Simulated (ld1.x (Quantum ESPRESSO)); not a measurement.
Which change was made? (Ni, RRKJ)

| Property | Result |
| --- | --- |
| Element | Ni (Z = 28) |
| Generator | ld1.x (Quantum ESPRESSO) 7.5 |
| Type | norm-conserving RRKJ (Kleinman–Bylander form) |
| Functional | PBEsol |
| Relativity | scalar-relativistic |
| Frozen core | [Ne] |
| Valence charge | 18 |
| Reference configuration | 3s2 3p6 3d8 4s2 4p0 |
| Partial waves | 3s (bound): rc 1.15 bohr; 3d (bound): rc 1.40 bohr; 3p (bound): rc 1.15 bohr |
| Local potential | the p channel |
| Core correction | none |
| rho0 | 0.005 |

Occupied shells without a wave of their own: 4s. They enter only through the test configuration that unscreens the potential.

Cutoffs, loose and tight: the cutoffs (Ry, on a coarse ladder) from which the occupation-weighted sum of valence levels, in a spherical-Bessel basis at the reference potential, stays within 10 and 1 mRy of its value at 400 Ry. They do not see the model core or the augmentation charge, which bear on the density cutoff. Test errors are all-electron minus pseudo excitation energies from the reference, over the configurations 3s2 3p6 3d8 4s1 4p0; 3s2 3p6 3d8 4s0 4p0; 3s2 3p6 3d7 4s0 4p0; 3s2 3p6 3d9 4s1 4p0; 3s2 3p6 3d8 4s1 4p1; 3s2 3p6 3d8 4s0 4p2; 3s2 3p6 3d8 4s0 4p1; variants that change the core or the reference have their own tests.

The base gives: outcome: generated; cutoff, loose: 140 Ry; cutoff, tight: 180 Ry; bound ghosts: none; largest test error (meV): +68.

On the changes marked as counting shells twice: ld1.x takes every shell without a wave as core, so the model core holds the marked electrons as well and exchange and correlation see them twice. This cancels in the reference configuration, but the file is broken for other ones, and its errors say nothing about a proper core correction.

(1) After one change the result is: outcome: generated; cutoff, loose: 140 Ry; cutoff, tight: 180 Ry; bound ghosts: none; largest test error (meV): -1135. Which change was it?
A. all radii scaled by about 1.42 (s 1.64, p 1.64, d 1.98 bohr)
B. type ultrasoft; waves now 3s (bound): rcut 1.00, rcutus 1.15 bohr; 4s (bound): rcut 1.00, rcutus 1.15 bohr; 3p (bound): rcut 1.10, rcutus 1.15 bohr; 4p (bound): rcut 1.10, rcutus 1.15 bohr; 3d (bound): rcut 1.20, rcutus 1.40 bohr; 3d channel at 0.6 Ry: rcut 1.20, rcutus 1.40 bohr; local potential all-electron potential smoothed inside 1.10 bohr (lloc = -2); augmentation PSQ, radius 0.75 bohr; rho0 0
C. wave 3p (bound): rc 1.15 bohr becomes 3p (bound): rc 0.80 bohr
D. core correction a·sin(br)/r model core inside 0.50 bohr (4s counted twice)
E. wave 3s (bound): rc 1.15 bohr becomes 3s (bound): rc 1.08 bohr

Results:

(1) D. The others give: wave 3s (bound): rc 1.15 bohr becomes 3s (bound): rc 1.08 bohr → outcome: generated; cutoff, loose: 140 Ry; cutoff, tight: 180 Ry; bound ghosts: none; largest test error (meV): -236 | type ultrasoft; waves now 3s (bound): rcut 1.00, rcutus 1.15 bohr; 4s (bound): rcut 1.00, rcutus 1.15 bohr; 3p (bound): rcut 1.10, rcutus 1.15 bohr; 4p (bound): rcut 1.10, rcutus 1.15 bohr; 3d (bound): rcut 1.20, rcutus 1.40 bohr; 3d channel at 0.6 Ry: rcut 1.20, rcutus 1.40 bohr; local potential all-electron potential smoothed inside 1.10 bohr (lloc = -2); augmentation PSQ, radius 0.75 bohr; rho0 0 → outcome: failed: chargeps: negative rho | all radii scaled by about 1.42 (s 1.64, p 1.64, d 1.98 bohr) → outcome: failed: run_pseudo: Errors in PS-KS equation | wave 3p (bound): rc 1.15 bohr becomes 3p (bound): rc 0.80 bohr → outcome: generated; cutoff, loose: 160 Ry; cutoff, tight: 300 Ry; bound ghosts: none; largest test error (meV): +184.
